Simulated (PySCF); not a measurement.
In(H)(Cl)(Me) (CH4ClIn), SMILES [CH3][InH][Cl].

Coordinates come from a PBE0-D3(BJ)/def2-SVP optimisation. The def2 effective core potentials stand for the cores of In; spin–orbit coupling is left out.

Method: PySCF with r2SCAN/def2-TZVPD.

```
Item                                                                                                            Value
---------------------------------------------------------------------------------------------  ----------------------
total energy                                                                                       -690.93153 hartree
highest occupied level                                                                                       -6.93 eV
lowest empty level                                                                                           -2.08 eV
orbital gap                                                                                                   4.85 eV
dipole moment                                                                                                  3.51 D
quadrupole, principal values (traceless, Buckingham form, about the centre of nuclear charge)  -5.94, -0.63, 6.57 D·Å
mean static polarisability                                                                       67.2 bohr³ (9.96 Å³)
polarisability, principal values                                                               50.4, 70.3, 80.9 bohr³
```
